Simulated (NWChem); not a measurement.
Species: BHBrF; SMILES BrBF

Computed with NWChem. Structure relaxed at the PBE0/def2-SVP level. Ions are spin-unrestricted doublets at the neutral geometry; other ion states weren't tried.

### Question
Estimate the computed values for LDA (Slater exchange, VWN5)/def2-SVP. Quantities: vertical ionisation energy, ΔSCF (eV); −ε(HOMO) (eV).

### Answer
```
Quantity                               Result
-------------------------------------  ------
vertical ionisation energy, ΔSCF (eV)   11.39
−ε(HOMO) (eV)                            7.41
```
